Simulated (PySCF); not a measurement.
C₂HCl₂, SMILES C(Cl)=[C]Cl, multiplicity 2. Atoms are numbered in the order given.

```xyz
5

Cl    -0.3302     1.7849     0.0000
C      0.8898     0.6521     0.0000
C      0.9647    -0.6688     0.0000
Cl    -0.4375    -1.7086     0.0000
H      1.9223    -1.1958     0.0000
```
Charge 0, spin multiplicity 2.

Geometry optimised at r2SCAN-D4/def2-SVP. The isomer is the one that the SMILES or the coordinates give; other isomers of the formula were not compared.

These are PBE0/pcH-1 (PySCF) values and carry that method's errors.

Unrestricted Kohn–Sham, ⟨S²⟩ = 0.766. Hyperfine tensors hold the contact and dipolar terms, without spin-orbit corrections.

Computed hyperfine couplings:
```
nucleus     A(iso) (MHz)  A(iso) (G)  dipolar principal values (MHz)
----------  ------------  ----------  ------------------------------
35Cl no. 1          25.2         9.0              -37.3, -23.4, 60.7
13C no. 2          482.0       172.0             -75.9, -45.5, 121.4
13C no. 3           94.8        33.8                -22.5, 2.8, 19.7
35Cl no. 4          12.0         4.3              -22.0, -15.4, 37.4
1H no. 5            35.7        12.7                -6.0, -5.5, 11.5
```

And the g tensor (effective nuclear charges for spin-orbit coupling, GIAO)? (An estimate is asked for; the answer gives what the named calculation found.)

principal values 1.9994, 2.0019, 2.0094; isotropic 2.0036.
